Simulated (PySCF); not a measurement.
CH3F3Ti, SMILES [CH3][Ti]([F])([F])[F], multiplicity 1.

The structure is a stationary point at PBE0-D3(BJ)/def2-SVP. The multiplicity is an assumed one; no other spin state was optimised. The structure was generated by enumeration; whether it is a known compound was not checked.

Method: PBE/def2-TZVP (PySCF).

Symmetry labels are those of the subgroup Cs that the program uses (full group C3v).

Computed valence orbital energies around the gap with their symmetry:
| orbital | symmetry | energy (eV) |
|---|---|---|
| HOMO−7 | A' | -11.00 |
| HOMO−6 | A' | -10.53 |
| HOMO−5 | A' | -10.40 |
| HOMO−4 | A" | -10.40 |
| HOMO−3 | A" | -10.03 |
| HOMO−2 | A' | -9.97 |
| HOMO−1 | A" | -9.97 |
| HOMO | A' | -7.32 |
| LUMO | A" | -3.46 |
| LUMO+1 | A' | -3.46 |
| LUMO+2 | A' | -2.00 |
| LUMO+3 | A" | -2.00 |
